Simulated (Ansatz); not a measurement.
H2N2 (SMILES [H]/N=N/[H]) at its CCSD(T)/cc-pVTZ minimum, average atomic masses, point group C2h.
(charge 0, multiplicity 1):
```xyz
4

H     -1.3350    -0.1544     0.0016
N     -0.4730     0.4109    -0.0148
N      0.4730    -0.4109     0.0148
H      1.3350     0.1544    -0.0016
```

Correlated levels freeze the cores.

Codes used: Ansatz (a quantum-chemistry and plane-wave program). 

Harmonic frequencies (cm⁻¹): 1328 1350 1558 1622 3269 3301.

**Question.** Work out the rotational constants, the zero-point energy, and the ideal-gas entropy and heat capacity at 298.15 K and 1 bar (rigid rotor, harmonic oscillator).

**Answer.** 
Principal moments 1.686, 12.961, 14.647 u Å² give 16.8576/I = 10.00, 1.301, 1.151 cm⁻¹. Zero point: Σω/2 = 6214 cm⁻¹ = 17.77 kcal/mol. Translation R(1.5 ln M + 2.5 ln T − 1.1517) with M = 30.030 u: 151.29 J/(mol K). Rotation with σ = 2: q = 683.3, S = R(ln q + 3/2) = 66.74. Vibration, summed over R(u/(eᵘ − 1) − ln(1 − e⁻ᵘ)) with u = 1.43878ω/T: 0.26, of which the lowest mode gives 0.10. S° = 218.3 J/(mol K); C_p = 4R + 1.55 = 34.81 J/(mol K).

Doubts at one or more of the structures used: a restricted determinant that unrestricted orbitals would lower (CCSD(T)/cc-pVTZ).
